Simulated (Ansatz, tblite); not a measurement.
Removing an electron: the cluster SrSe₂⁻. Total charge -1; doublet. Geometry: PBE-D4/def2-TZVPD. Ansatz, gas phase; energy differences of separate SCF runs; the oxidised species is a triplet (the singlet lies 1.04 eV higher at PBE0-D4/def2-TZVPD).

```xyz
3

Sr    0.0050   -0.0128    0.0035
Se    2.4705    0.7575   -0.9024
Se   -2.4755   -0.7447    0.8989
```

In the def2 sets Sr takes a core potential; there is no spin–orbit coupling. The xTB rows come from tblite. HOMO above LUMO, or a gap near zero within one spin, warns that the state may not be the lowest or that an electron is smeared out. The structure comes from a short search, and lower isomers may exist.

```csv
level,−HOMO (eV),vertical IE (eV),−LUMO (eV),HOMO–LUMO gap (eV),remarks
GFN2-xTB,–,8.39,–,–,–
PBE-D4/def2-TZVPD,0.77,2.96,0.47,0.30,gap within one spin near zero (triplet)
r2SCAN-D4/def2-TZVPD,0.95,3.03,0.43,0.52,–
```

Task: Estimate the rows for GFN1-xTB, PBE0-D4/def2-TZVPD.

Result: 
```
             level  −HOMO (eV)  vertical IE (eV)  −LUMO (eV)  HOMO–LUMO gap (eV)
          GFN1-xTB           –              7.17           –                   –
PBE0-D4/def2-TZVPD        1.72              2.83       -0.05                1.77
```

  HOMO and LUMO are the levels of the spin that leaves or enters (xTB has no such levels and no spin-polarisation term). Other spin states of the ions may lie lower, which would lower the ionisation energy or raise the affinity. Raw xTB energy differences between charge states are shifted by several eV; the methods need an empirical correction for them.
